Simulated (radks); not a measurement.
The numbers below are computed, except where a source is named.
Question: These are the eigenvalues of the occupied orbitals of an atom or ion with whole-number occupations (Ry). Code: a radial shooting solver on a logarithmic mesh with Libxc functionals. Model: Dirac Kohn-Sham, exchange-only PBE, spin-unpolarised, spherical densities, finite nucleus; Fermi nuclear charge, rms radius of each element as measured or else 0.836 A^(1/3) + 0.57 fm.

| orbital | eigenvalue |
|---|---|
| 1s1/2 | -1007.110 |
| 2s1/2 | -155.9902 |
| 2p1/2 | -143.3898 |
| 2p3/2 | -139.8887 |
| 3s1/2 | -42.52753 |
| 3p1/2 | -38.13107 |
| 3p3/2 | -37.51535 |
| 3d3/2 | -30.14564 |

Which element is it, and in what charge state? The configuration may be excited. Open shells, if any, fill j = l - 1/2 first.

Answer: Z = 35, bromine, charge +13: Br13+ in [Ar] 3d4. The list shows which subshells hold electrons but not how many an open one holds; the 1s level, -503.55 hartree, gives Z - s = 31.7 by -(Z - s)^2/2, which with screening and relativity narrows Z to a few neighbours, and the depths of the outer levels then fix element, charge and occupations together.
